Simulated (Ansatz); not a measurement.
Reaction (ligand exchange at the Si–C bond): `N=C[SiH](N)F` + `N[SiH2]N` → `N[SiH2]N[SiH](N)F` + `C=N`

Gas-phase electronic energies from Ansatz, PBE0-D4/def2-TZVP geometries. CCSD(T)/CBS is the MP2 limit (def2-TZVPP, def2-QZVPP) plus CCSD(T) − MP2 in def2-TZVPP, frozen cores. This one scheme is used for every species. Functionals use def2-TZVPP. B3LYP here is the variant with VWN-RPA as its local correlation; programs differ in this. Each species was taken in one conformer, which may not be the lowest.

`N=C[SiH](N)F`:

Z-matrix (Å, degrees):
```
Si
C 1 1.881
F 1 1.607 2 103.5
N 1 1.693 2 109.4 3 123.1
H 1 1.480 2 114.8 3 -115.5
N 2 1.270 1 124.7 3 -0.1
H 2 1.097 1 119.2 3 -179.4
H 4 1.006 1 122.0 2 160.9
H 4 1.007 1 122.3 2 -42.4
H 6 1.024 2 110.7 1 0.8
```

`N[SiH2]N`:

Cartesian coordinates in Å:
```
N 1.451 -0.045 0.149
Si -0.217 0.131 0.490
N -1.098 -0.167 -0.946
H 1.827 -0.905 -0.215
H 2.136 0.479 0.667
H -0.310 1.501 1.073
H -0.815 -0.823 1.469
H -2.031 -0.542 -0.905
H -0.943 0.372 -1.782
```

`N[SiH2]N[SiH](N)F`:

Z-matrix (Å, degrees):
```
Si
N 1 1.724
N 1 1.727 2 109.8
H 1 1.491 2 104.7 3 123.8
H 1 1.485 2 114.1 3 -116.5
Si 2 1.712 1 128.7 3 58.3
H 2 1.010 1 115.1 3 -123.7
H 3 1.009 1 117.8 2 -153.7
H 3 1.009 1 119.4 2 67.8
N 6 1.688 2 106.7 1 -22.6
F 6 1.602 2 113.6 1 96.1
H 6 1.481 2 108.7 1 -150.2
H 10 1.009 6 120.7 2 -17.6
H 10 1.004 6 124.4 2 157.1
```

`C=N`:

Z-matrix (Å, degrees):
```
C
N 1 1.261
H 1 1.096 2 124.9
H 1 1.092 2 118.8 3 -180.0
H 2 1.021 1 111.0 3 -0.0
```

| level | ΔE (kJ/mol) | difference from CCSD(T)/CBS |
| --- | --- | --- |
| r2SCAN-D4 | -87.8 | 2.1 |
| B3LYP-D4 | -90.0 | -0.1 |
| B2PLYP | -86.7 | 3.2 |
| PBE | -75.3 | 14.6 |
| r2SCAN | -86.1 | 3.8 |
| PBE0 | -81.3 | 8.6 |
| SCS-MP2/def2-TZVPP | -92.3 | -2.4 |
| CCSD/def2-TZVPP | -91.9 | -2.0 |
| MP2/CBS(def2) | -92.3 | -2.4 |
| CCSD/CBS(def2) | -90.1 | -0.2 |
| CCSD(T)/CBS | -89.9 | 0 |

Largest T1 diagnostic among the species: 0.012.

The D4 term adds −8.8 kJ/mol with B3LYP and −5.1 kJ/mol with PBE0; it sums over pairs of atoms, weighted by their polarisabilities, and B3LYP, whose exchange is more repulsive, gets the larger term. From PBE to PBE0 (25 % exact exchange), in def2-TZVPP and without D4, ΔE moves by −6.0 kJ/mol.
